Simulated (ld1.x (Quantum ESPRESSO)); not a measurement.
# Configuration tests for Cd (TM)

- Element: Cd
- Generator: ld1.x (Quantum ESPRESSO) 7.5
- Type: norm-conserving Troullier–Martins (Kleinman–Bylander form)
- Functional: PW91
- Relativity: scalar-relativistic
- Frozen core: [Kr]
- Valence charge: 12
- Reference configuration: 4d10 5s2 5p0
- Partial waves: 5s (bound): rc 1.65 bohr; 5p (bound, empty): rc 3.70 bohr; 4d (bound): rc 1.85 bohr
- Local potential: all-electron potential smoothed inside 2.25 bohr (lloc = -1)
- Core correction: Bessel-smoothed model core inside 1.35 bohr

Energies are relative to the spin-unpolarised reference configuration 4d10 5s2 5p0; without spin polarisation the order of configurations can differ from experiment.

```
valence configuration  charge  ΔE all-electron (eV)  error AE − PS (meV)
         4d10 5s1 5p0      +1                 9.345                 -0.1
         4d10 5s0 5p0      +2                26.556                  -21
         4d10 5s0 5p1      +1                15.158                  +27
         4d10 5s0 5p2       0                 9.739                  +24
         4d10 5s1 5p1       0                 4.699                 +5.0
          4d8 5s0 5p0      +4               118.800                 -706
```

(1) What are ΔE and the potential's error for 4d9 5s0 5p0?

Results:

(1) ΔE = 64.650 eV all-electron; the error (AE − PS) is -167 meV.
